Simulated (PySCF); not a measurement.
**Correlation energy of Ar²⁺ (argon, charge +2)**

[Ne] 3s2 3p4, high-spin 3P determinant. Calculation: PySCF 2.14, in x2c-QZVPPall; scalar relativity by spin-free X2C-1e. Frozen: 1s2; 14 electrons correlated.

| level | correlation energy (mhartree) |
| --- | --- |
| CCSD | -347.50 |
| (T) | -6.48 |
| CCSD(T) | -353.98 |

Diagnostics: T1 = 0.0058, D1 = 0.0277, largest double amplitude 0.047.

Q: Is a single reference adequate?

A: Yes: T1 lies below 0.03 and no double amplitude reaches 0.07.

This basis was not built for core-valence correlation, so the inner-shell part is incomplete.
